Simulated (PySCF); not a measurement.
**Arsenic: a sound run and one with changed settings**

Sound run: As [Ar] 3d10 4s2 4p3, As⁺ [Ar] 3d10 4s2 4p2. All numbers are calculated (PySCF 2.14, a scalar-relativistic core potential, in cc-pVTZ-PP with ECP10MDF (5s4p3d1f, 39 functions)). The sound run starts from symmetry-adapted Hartree-Fock orbitals and uses a fine grid where one is needed.

Changed run: basis STO-3G, all-electron and non-relativistic. This setting is unsound on purpose.

```tsv
species	method	sound run (hartree)	changed run (hartree)	converged
As	UHF	-331.21015	-2209.26367	yes
As	B3LYP	-332.46986	-2210.47114	yes
As	PBE0	-332.38465	-2210.27862	yes
As⁺	UHF	-330.86383	-2209.00633	yes
As⁺	B3LYP	-332.10957	-2210.19878	yes
As⁺	PBE0	-332.02018	-2210.00018	yes
```

Ionisation energy of As:

| method | sound run (eV) | changed run (eV) |
| --- | --- | --- |
| UHF | 9.424 | 7.003 |
| B3LYP | 9.804 | 7.411 |
| PBE0 | 9.918 | 7.577 |

A minimal basis cannot let orbitals breathe on ionisation and holds almost no correlation. The Hamiltonian changed with the basis, so the totals do not compare.

For comparison, NIST gives 9.789 eV between the lowest levels.
